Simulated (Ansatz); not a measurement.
Species: sum formula ZrOCl (charge 0, doublet). The spin state was set by rule; other spins were not relaxed. SMILES: [O]=[Zr][Cl]
Geometry: optimised at B3LYP-D3(BJ)/def2-TZVP (Ansatz, a quantum-chemistry and plane-wave program).

Parts of the frozen-core correlation energy in def2-TZVPP (Ansatz, hartree). Frozen orbitals: 10; correlated occupied orbitals by spin: 9 and 8; virtual: 110 and 111. UHF or UKS for open shells. No spin-orbit coupling. Past Kr the def2 sets carry scalar-relativistic core potentials.

```
term                            value
-------------------------  ----------
reference (HF)             -581.02649
MP2 opposite-spin                 [?]
MP2 same-spin                -0.15244
CCSD correlation                  [?]
(T)                               [?]
T1 diagnostic                   0.028
largest doubles amplitude       0.036
<S^2> of the reference          0.761
```

Task: Some entries are withheld; supply them.

Result: 
- MP2 opposite-spin, value: -0.39354
- CCSD correlation, value: -0.53851
- (T), value: -0.03182
